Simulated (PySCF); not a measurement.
Dipole response of Se- (selenium, charge -1)

[Ar] 3d10 4s2 4p5, 2P determinant. Calculation: PySCF 2.14, in def2-QZVPPD (12s8p5d4f1g, 98 functions); the non-relativistic Hamiltonian (point nucleus). Coupled (time-dependent) response in atomic units; α is the mean over directions.

```csv
method,mean α (bohr³),"α xx, yy, zz",C₆ (like pair),S(−4)
CAM-B3LYP,61.44,"49.29, 67.52, 67.52",747.2,1277
```

S(−4) is the Cauchy moment in α(ω) = α(0) + S(−4) ω² + …

Spin-orbit coupling is absent.

α(iu) at CAM-B3LYP:

| u (hartree) | α(iu) (bohr³) |
| --- | --- |
| 0 | 61.44 |
| 0.0500 | 58.49 |
| 0.100 | 51.73 |
| 0.200 | 37.41 |
| 0.300 | 26.91 |
| 0.500 | 15.21 |
| 0.750 | 8.750 |
| 1.00 | 5.683 |
| 1.50 | 2.995 |
| 2.00 | 1.889 |
| 3.00 | 0.9975 |
| 5.00 | 0.4590 |

A single London oscillator, α(iu) = α/(1 + u²/ω²), gives C₆ = (3/4) ω α². Matching the computed C₆ needs ω = 4 × 747.2 / (3 × 61.44²) = 0.264 hartree.

For an ion, C₆ is the dispersion term alone; charge-induced terms of lower order in 1/R come first.

The components differ because the open shell of this determinant is not spherical; for a pure term their mean is the scalar polarisability.
